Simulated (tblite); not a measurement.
C₇H₁₅NOSi.
SMILES with atom numbers: `[CH3:1]/[CH:2]=[CH:3]/[O:4][SiH2:5][N:6]1[CH2:7][CH2:8][CH2:9][CH2:10]1` (hydrogens: H11, H12, H13 on C1; H14 on C2; H15 on C3; H16, H17 on Si5; H18, H19 on C7; H20, H21 on C8; H22, H23 on C9; H24, H25 on C10)

Cartesian coordinates in Å at the GFN2-xTB level; atoms count from 1:
```
atom  x, y, z in Å
C1     4.7856   -0.1486    0.3779
C2     3.2977   -0.2380    0.4552
C3     2.4979   -0.1815   -0.5969
O4     1.1568   -0.2580   -0.5862
Si5    0.1168   -0.4032    0.6553
N6    -1.3599   -0.6311   -0.1756
C7    -2.5784   -0.8068    0.5757
C8    -3.3097    0.5447    0.4905
C9    -2.7458    1.1924   -0.7870
C10   -1.7617    0.1428   -1.3296
H11    5.1443    0.7052    0.9522
H12    5.2413   -1.0436    0.8002
H13    5.1143   -0.0410   -0.6524
H14    2.8658   -0.3564    1.4376
H15    2.8883   -0.0651   -1.6024
H16    0.3271   -1.6199    1.4422
H17    0.2415    0.7798    1.5267
H18   -2.3646   -1.1096    1.5980
H19   -3.1811   -1.5887    0.0962
H20   -3.0782    1.1509    1.3657
H21   -4.3893    0.4111    0.4429
H22   -3.5252    1.4216   -1.5118
H23   -2.2175    2.1147   -0.5484
H24   -0.8986    0.5761   -1.8280
H25   -2.2784   -0.5240   -2.0314
```

Computed with GFN2-xTB (tblite): harmonic, unscaled wavenumbers at the GFN2-xTB geometry, gas phase. Against measured fundamentals such values can be off by several per cent, at times by over 20. Modes of hydrogen on silicon can be 10 to 20 % off. One conformer, not necessarily the lowest.

Harmonic wavenumbers (cm⁻¹): 38.3, 48.0, 59.3, 76.2, 95.0, 106.4, 164.3, 168.5, 275.2, 294.3, 313.6, 343.3, 542.3, 576.9, 588.2, 624.2, 635.7, 712.6, 727.4, 763.6, 799.5, 829.0, 853.4, 872.0, 958.8, 964.3, 981.7, 984.0, 991.8, 1041.4, 1078.2, 1097.9, 1105.8, 1130.5, 1166.2, 1177.8, 1189.5, 1213.7, 1216.7, 1263.1, 1273.5, 1291.5, 1300.0, 1306.6, 1314.0, 1338.5, 1403.2, 1474.7, 1478.7, 1486.4, 1488.7, 1491.6, 1504.8, 1734.8, 2146.2, 2254.5, 2891.1, 2895.5, 2987.2, 2995.3, 3004.3, 3005.6, 3012.4, 3014.0, 3020.0, 3020.3, 3029.6, 3044.6, 3091.5.

A = 3661, B = 467.9, C = 444.8 MHz; mass 157.092 u (most abundant isotopes); point group C1, symmetry number 1.

Q: Zero-point energy?

A: ½Σν̃ = 45684 cm⁻¹ = 130.62 kcal/mol.

Q: What is S at 200 K and 1 bar for an ideal gas of classical rigid rotors and harmonic oscillators?

A: Translation 39.11, rotation 29.23, vibration 28.76: S = 97.1 cal/(mol K).

Q: And Cp and H(200 K) − H(0)?

A: Cp = 33.65 cal/(mol K), of which vibrations give 25.70 (their classical limit is 69 R = 137.1); H(200 K) − H(0) = 4.48 kcal/mol without the zero-point energy, 2.89 from vibrations.

Q: How do the functions run with temperature in this model?

A: 
```
 T (K)  S (cal/(mol K))  Cp (cal/(mol K))  H − H(0) (kcal/mol)  G − H(0) (kcal/mol)  ln q(vib)
   150             88.2              28.3                 2.93               -10.30       5.33
   250            105.3              39.8                 6.31               -20.00       8.98
298.15            112.8              46.2                 8.38               -25.25      10.64
   400            128.3              59.9                13.79               -37.54      14.06
   600            157.0              81.7                28.07               -66.11      20.66
   900            194.4             102.7                55.99              -118.99      30.12
```

q(vib) and H(0) count from the zero-point level.

Q: What must be added to the electronic energy to get the Gibbs energy at 200 K and 1 bar?

A: ZPE + [H(200 K) − H(0)] − T·S = 130.62 + 4.48 − 19.42 = 115.68 kcal/mol.

Q: Blend soft modes into free rotors: weight 1/[1 + (100 cm⁻¹/ν̃)⁴] for the oscillator and the rest for a rotor with moment μB/(μ + B), μ = h/(8π²ν), B = 10⁻⁴⁴ kg m². What vibrational entropy results?

A: 25.62 cal/(mol K) in place of 28.76, which changes −T·S at 200 K by +0.63 kcal/mol.

Hindered rotation and anharmonicity are outside this model. Other conformers, if any are populated, would add a mixing term that is left out. The structure is chiral; the term R ln 2 for an equal mix with its mirror image is left out.
